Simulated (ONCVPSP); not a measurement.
## Potentials for Fe (Z = 26) compared

Generated with ld1.x 7.5 (TM, RRKJ, ultrasoft, PAW), atompaw 4.2 or ONCVPSP 4.0.1. The cutoff is in Ry: for ld1.x and atompaw files where the sum of valence levels is converged to 10 mRy in a Bessel basis, for ONCV files where the hardest occupied wave has 1 mHa per electron of residual kinetic energy. The error is the largest all-electron minus pseudo excitation energy over each file’s own four to seven test configurations (ionisations up to +4, promotions, holes and added fractions of an electron), all of which were solved. The labels leave out finer settings (local radius, basis sizes, second energies), which also bear on the numbers. Spin-polarised tests are not counted. The rows are a selection from randomly drawn settings: files with unsolved tests, undetermined cutoffs or missed reference levels are left out.

A true bound ghost makes a file unfit for plane-wave use even where its test errors are small: the radial tests pick states by their node count and pass the ghost by.

| potential | cutoff (Ry) | largest error (meV) | bound ghosts |
| --- | --- | --- | --- |
| ONCV, PBEsol, scalar-relativistic, rc 1.30/1.40/1.30 (spd), local smoothed, core correction no, reference 3s2 3p6 3d6 4s1, qcut 11.6/9.5/13.5, projectors 2/2/2 | 126 | +7.2 | none |
| ONCV, LDA (Perdew-Wang 92), non-relativistic, rc 1.40/1.30/1.55 (spd), local smoothed, core correction no, reference 3s2 3p6 3d6 4s2, qcut 8.3/10.6/10.7, projectors 2/1/2 | 85 | +30 | none |
| ONCV, PBE, scalar-relativistic, rc 0.85/1.05/1.40/1.20 (spdf), local smoothed, core correction yes, reference 3s2 3p6 3d5, qcut 8.8/11.9/9.3/10.4, projectors 3/3/2/1 | 371 | +105 | none |
| ONCV, PBE, scalar-relativistic, rc 2.45/2.15/1.35 (spd), local smoothed, core correction yes, reference 3d6 4s1.5, qcut 3.3/3.1/13.9, projectors 2/3/1 | 126 | +52 | none |
| ONCV, LDA (Perdew-Wang 92), scalar-relativistic, rc 2.35/2.10/0.85 (spd), local smoothed, core correction yes, reference 3d6 4s2, qcut 2.4/3.4/9.7, projectors 2/2/2 | 836 | -159 | s, p |

(1) Fill in the row for Fe: ONCV, PBE, scalar-relativistic, rc 1.60/1.30/0.95 (spd), local smoothed, core correction yes, reference 3s2 3p6 3d6 4s2, qcut 8.4/12.3/19.8, projectors 2/2/1.

(2) Fill in the row for Fe: ONCV, PBE, scalar-relativistic, rc 1.15/1.25/1.15 (spd), local d, core correction no, reference 3s2 3p6 3d6 4s1.5 4p0.5, qcut 9.9/10.3/11.8, projectors 3/2/0.

(3) Fill in the row for Fe: ONCV, LDA (Perdew-Zunger), scalar-relativistic, rc 1.60/0.90/1.60/1.65 (spdf), local smoothed, core correction yes, reference 3s2 3p6 3d6.5 4s1.5, qcut 9.9/7.5/10.6/6.5, projectors 2/2/2/2.

## Answers

(1) cutoff 245 Ry, largest error -6.9 meV, bound ghosts: none.

(2) cutoff 117 Ry, largest error +0.8 meV, bound ghosts: none.

(3) cutoff 82 Ry, largest error +7.3 meV, bound ghosts: none.
